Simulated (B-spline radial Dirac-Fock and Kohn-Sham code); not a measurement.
**Photoionisation of neon ions at Ag Lα (2984.4 eV)**

Level of theory: a relativistic central-field model (Hartree-Slater potential of the initial state, Latter tail, multipole expansion of the photon field, Dirac-Fock thresholds); a radial atomic solver. Cross sections in kb; a dash marks an empty subshell or a threshold above the photon energy.

```
 ion  configuration  total    1s     2s   2p1/2   2p3/2
  Ne   [He] 2s2 2p6  13.96  13.2  0.660  0.0401  0.0786
Ne²⁺   [He] 2s2 2p4  14.11  13.2  0.763  0.0345  0.0678
Ne⁴⁺   [He] 2s2 2p2  14.30  13.3  0.891  0.0222  0.0437
```

Values without a named source are computed, but for edge energies of neutral atoms, which are taken from tables.
